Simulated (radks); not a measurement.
Results of a calculation; reference values are marked as such.
Task: These are the eigenvalues of the occupied orbitals of an atom or ion with whole-number occupations (eV). Level of theory: non-relativistic Kohn-Sham, PBE, spin-polarised, spherical densities, point nucleus (a radial shooting solver on a logarithmic mesh with Libxc functionals).

| orbital | eigenvalue |
|---|---|
| 1s up | -80591.48 |
| 1s down | -80583.64 |
| 2s up | -17857.26 |
| 2s down | -17850.97 |
| 2p up | -17452.32 |
| 2p down | -17443.74 |
| 3s up | -7442.600 |
| 3s down | -7414.545 |
| 3p up | -7290.170 |

Which element is it, and in what charge state? The configuration may be excited. Open shells, if any, are filled with parallel spins first.

Result: Z = 80, mercury, charge +66: Hg66+ in [Ne] 3s2 3p2. The list shows which subshells hold electrons but not how many an open one holds; the 1s level, -2961.7 hartree, gives Z - s = 77.0 by -(Z - s)^2/2, which with screening narrows Z to a few neighbours, and the depths of the outer levels then fix element, charge and occupations together.
